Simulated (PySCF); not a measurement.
C4H8BN, SMILES NB1CC=CC1.

Coordinates come from a PBE0-D3(BJ)/def2-SVP optimisation. The structure was generated by enumeration, and PubChem lists no compound with its InChIKey, so it may never have been made. The values are those of a single conformer.

Two levels are set side by side: TDDFT-PBE/def2-SVPD (PySCF) and TDDFT-PBE0/def2-SVPD (PySCF). Vertical, same geometry. The lowest singlet is HOMO→LUMO 100 % with PBE and HOMO→LUMO 97 % with the other functional; states are paired by order. Differences are taken from unrounded values.

| quantity | TDDFT-PBE0 |
|---|---|
| lowest singlet excitation (eV) | 6.01 |
| lowest triplet excitation (TDA) (eV) | 4.21 |
| first bright state (f over 0.05) (eV) | 7.00 |
| its oscillator strength | 0.22 |

What does TDDFT-PBE give, and how far is it from TDDFT-PBE0? (The exact figures need the calculation; the answer reports its results.)


```csv
quantity,TDDFT-PBE,TDDFT-PBE minus TDDFT-PBE0
lowest singlet excitation (eV),5.21,-0.80
lowest triplet excitation (TDA) (eV),4.32,0.11
first bright state (f over 0.05) (eV),6.45,-0.56
its oscillator strength,0.09,-0.13
```

A lower first singlet is the usual sign of a functional without exact exchange. Differences between two approximate levels are no errors against the true value.

Rough cost on one machine, each run with all the roots and properties that it gave: TDDFT-PBE0 against TDDFT-PBE about 3 times.
